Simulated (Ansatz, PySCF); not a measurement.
This PySCF input computes a B3LYP/def2-TZVPD energy:

```python
from pyscf import gto, scf, dft

mol = gto.M(
    atom='''
    B     0.02870846   -0.11065372   -0.01025067
    C     1.53436512   -0.34301877   -0.18008595
    C    -1.16889662   -1.06564089    0.04959143
    O    -0.34550205    1.33170113    0.12336529
    H     1.73389199   -0.49694369   -1.24986466
    H     1.84163127   -1.26902888    0.31013411
    H     2.18723228    0.46433532    0.15828750
    H    -2.14456639   -0.62878651   -0.17352182
    H    -1.01301575   -1.92478203   -0.60600035
    H    -1.22142631   -1.47830112    1.06688318
    H    -1.26741515    1.63491068    0.20149100
    H     0.31133120    2.05021380    0.13988923
    ''',
    basis='def2-tzvpd',
    charge=1,
    spin=0,
    verbose=4,
)

mf = dft.RKS(mol, xc='b3lyp').density_fit(auxbasis='def2-universal-jkfit')
mf.grids.level = 3
mf.conv_tol = 1e-9
mf.max_cycle = 100
mf.max_memory = 1500
mf.kernel()
if not mf.converged:
    mf = mf.newton()
    mf.kernel(mf.make_rdm1())
mf.analyze()
```

**Question.** Write an input for the same energy in Ansatz (an electronic-structure program) and say what it gives.

**Answer.** 
Ansatz 0.2 input:
```yaml
crystal:
  periodic: [false, false, false]
  atoms:
    - {symbol: B, position_ang: [0.02870846, -0.11065372, -0.01025067]}
    - {symbol: C, position_ang: [1.53436512, -0.34301877, -0.18008595]}
    - {symbol: C, position_ang: [-1.16889662, -1.06564089, 0.04959143]}
    - {symbol: O, position_ang: [-0.34550205, 1.33170113, 0.12336529]}
    - {symbol: H, position_ang: [1.73389199, -0.49694369, -1.24986466]}
    - {symbol: H, position_ang: [1.84163127, -1.26902888, 0.31013411]}
    - {symbol: H, position_ang: [2.18723228, 0.46433532, 0.15828750]}
    - {symbol: H, position_ang: [-2.14456639, -0.62878651, -0.17352182]}
    - {symbol: H, position_ang: [-1.01301575, -1.92478203, -0.60600035]}
    - {symbol: H, position_ang: [-1.22142631, -1.47830112, 1.06688318]}
    - {symbol: H, position_ang: [-1.26741515, 1.63491068, 0.20149100]}
    - {symbol: H, position_ang: [0.31133120, 2.05021380, 0.13988923]}
basis:
  gaussian:
    orbitals: def2-TZVPD
hamiltonian:
  xc: {name: B3LYP}
total_charge: 1
output: {forces: true}
```
It gives -180.95450 Eh, and PySCF -180.95461 Eh, a difference of 0.11 mEh, from the treatment of integrals and grids.

It need not be the lowest isomer of its formula.
